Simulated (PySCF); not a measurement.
Electron correlation in Cr- (chromium, charge -1)

[Ar] 3d5 4s2, high-spin 6S determinant. Computed with PySCF 2.14 in aug-cc-pVQZ-DK, with the spin-free X2C one-electron Hamiltonian (Gaussian nucleus). Frozen: [Ar]; 7 electrons correlated.

MP2 pair energies summed by pair of shells (mhartree):

| pair | energy | share (%) |
| --- | --- | --- |
| 3d-3d | -86.58 | 75.4 |
| 3d-4s | -19.32 | 16.8 |
| 4s-4s | -8.85 | 7.7 |

Total MP2 correlation energy: -114.75 mhartree.

Same-spin part -100.79 and opposite-spin part -13.96 mhartree; SCS-MP2 scales them by 1/3 and 6/5 to -50.35 mhartree.

The Hartree-Fock reference does not bind the outermost electron (its level is positive or very diffuse), so these energies belong to a reference that the basis holds together.
